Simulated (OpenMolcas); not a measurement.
**How methods differ on CHClFGeN (SMILES N#[C][GeH]([F])[Cl])**

The species is CHClFGeN (6 atoms), meant as a singlet with charge 0. As SMILES, `N#[C][GeH]([F])[Cl]`. The shape is that of a PBE0-D4/def2-TZVP optimisation.

```tsv
atom	x (Å)	y (Å)	z (Å)
N	-1.0369	-2.3070	0.0307
C	-0.5440	-1.2673	0.0401
Ge	0.2371	0.4779	0.1077
F	1.8960	0.2538	-0.2766
Cl	-0.6276	1.6481	-1.4239
H	0.1173	1.1304	1.4758
```

Each level gives the energy change with the Ge3–F4 bond stretched from 1.718 to 3.092 Å (eV). The values are calculated.

| level | kind | program | value (eV) | less CCSD(T)/cc-pVDZ |
| --- | --- | --- | --- | --- |
| HF/cc-pVDZ (unrestricted) | Hartree–Fock | OpenMolcas | 3.57 | -0.80 |
| SVWN5/cc-pVDZ (restricted) | LDA | OpenMolcas | 4.65 | +0.28 |
| PBE/cc-pVDZ (restricted) | GGA | OpenMolcas | 4.18 | -0.19 |
| M06-L/cc-pVDZ (restricted) | meta-GGA | OpenMolcas | 4.42 | +0.05 |
| BHLYP/cc-pVDZ (restricted) | global hybrid | OpenMolcas | 5.29 | +0.92 |
| PBE0/cc-pVDZ (restricted) | global hybrid | OpenMolcas | 4.83 | +0.46 |
| B2PLYP/cc-pVDZ (restricted) | double hybrid | OpenMolcas | 4.66 | +0.29 |
| MP2/cc-pVDZ (restricted) | perturbation theory | OpenMolcas | 5.09 | +0.72 |
| CCSD(T)/cc-pVDZ (restricted) | coupled cluster or CI | OpenMolcas | 4.37 | 0.00 |

CCSD(T)/cc-pVDZ (restricted) is the highest level here, not the true value. At this stretch a single reference begins to fail. All-electron rows without a relativistic Hamiltonian named are non-relativistic. The first shape isn't each level's own minimum. The values span 3.57 to 5.29 eV. Spin contamination of the reference (⟨S²⟩ at least 0.1 too high) touches HF/cc-pVDZ. In the correlated wave-function rows the outer d shell of Ge is correlated, in sets not made for it.
